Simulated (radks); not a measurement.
Values are calculated unless marked as measured or tabulated.
The cadmium ion Cd+ inside a hard spherical wall (all orbitals vanish at R), configuration held at [Kr] 4d10 5s1 and not refilled when levels cross. Level of theory: scalar-relativistic Kohn-Sham, LDA (Slater exchange, VWN5 correlation), spin-polarised, spherical densities, finite nucleus; open shells are filled with parallel spins first (spin-orbit coupling, left out, can overturn this in heavy ions); Fermi nuclear charge, rms radius 4.6087 fm (a radial shooting solver on a logarithmic mesh with Libxc functionals). Eigenvalues in eV for spin up, with the zero of energy where the potential of the charges vanishes at infinity; a dash marks a level that is unbound or too diffuse for the functional's potential to be trusted. A positive occupied level is held by the wall or, in an anion where self-interaction has pushed it up, behind a barrier. The pressure on the wall is -dE/dV.

| R (bohr) | E (hartree) | kinetic (hartree) | e(4s) | e(4p) | e(4d) | e(5s) | e(5p, empty) | e(6s, empty) | pressure (GPa) |
|---|---|---|---|---|---|---|---|---|---|
| free | -5589.15954 | 5814.096 | -114.74 | -75.919 | -20.832 | -13.809 | -7.926 | -3.355 | 0 |
| 15 | -5589.15954 | 5814.096 | -114.74 | -75.919 | -20.832 | -13.809 | -7.926 | -3.334 | < 0.0001 |
| 12 | -5589.15954 | 5814.096 | -114.74 | -75.919 | -20.832 | -13.809 | -7.925 | -3.203 | < 0.0001 |
| 8 | -5589.15936 | 5814.098 | -114.73 | -75.908 | -20.821 | -13.797 | -7.858 | -1.476 | 0.0113 |
| 5 | -5589.13328 | 5814.286 | -114.11 | -75.291 | -20.243 | -12.837 | -5.770 | 11.802 | 4.01 |
| 3.5 | -5588.82399 | 5815.907 | -110.44 | -71.739 | -16.849 | -5.849 | 4.630 | 51.082 | 117 |
| 2 | -5581.02828 | 5848.249 | -77.757 | -39.280 | 19.589 | 84.021 | 110.30 | 315.91 | 12300 |
| 1.5 | -5555.43085 | 5938.898 | -19.593 | 23.343 | 92.477 | 275.98 | 313.66 | 736.85 | 110000 |
